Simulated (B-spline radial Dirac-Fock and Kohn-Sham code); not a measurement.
Two-hole binding energies of Er⁶⁺

System: erbium as Er⁶⁺ in the configuration 1s2 2s2 2p6 3s2 3p6 3d10 4s2 4p6 4d10 4f10 5s2 5p4.

These are calculated numbers from a radial finite-basis atomic code; the model is multi-electron Dirac-Fock with separately optimised hole states, Breit and Lamb-shift corrections added in first order. U is the two-hole binding energy less the two single-hole energies, the effective repulsion of the holes after relaxation. Each two-hole energy is an average over J within one jj subconfiguration.

```
          holes  E(a) (eV)  E(b) (eV)  E(ab) (eV)  U (eV)
           1s⁻²    57581.3    57581.3    116391.6  1229.0
   1s⁻¹ 2p1/2⁻¹    57581.3     9363.4     67306.7   362.1
           2s⁻²     9857.2     9857.2     19914.3   200.0
2p1/2⁻¹ 2p3/2⁻¹     9363.4     8457.0     18041.1   220.8
        2p3/2⁻²     8457.0     8457.0     17128.9   214.8
   2s⁻¹ 3p1/2⁻¹     9857.2     2108.6     12052.2    86.4
   2p1/2⁻¹ 3s⁻¹     9363.4     2323.8           ?       ?
2p1/2⁻¹ 3p3/2⁻¹     9363.4     1915.5     11363.8    85.0
2p1/2⁻¹ 3d5/2⁻¹     9363.4     1511.1     10965.7    91.2
2p3/2⁻¹ 3p1/2⁻¹     8457.0     2108.6     10654.5    88.8
3d3/2⁻¹ 3d5/2⁻¹     1552.3     1511.1      3133.2    69.8
        3d5/2⁻²     1511.1     1511.1      3090.5    68.3
        4d3/2⁻²      280.8      280.8       590.4    28.8
        4d5/2⁻²      272.9      272.9       574.5    28.7
```

Question: Give the missing two-hole energy and U.

Answer: E(ab) = 11770.3 eV and U = 83.1 eV.

Run: 68 s of CPU time on 1 thread of Neoverse-N1 (shared host), peak memory 0.51 GiB.
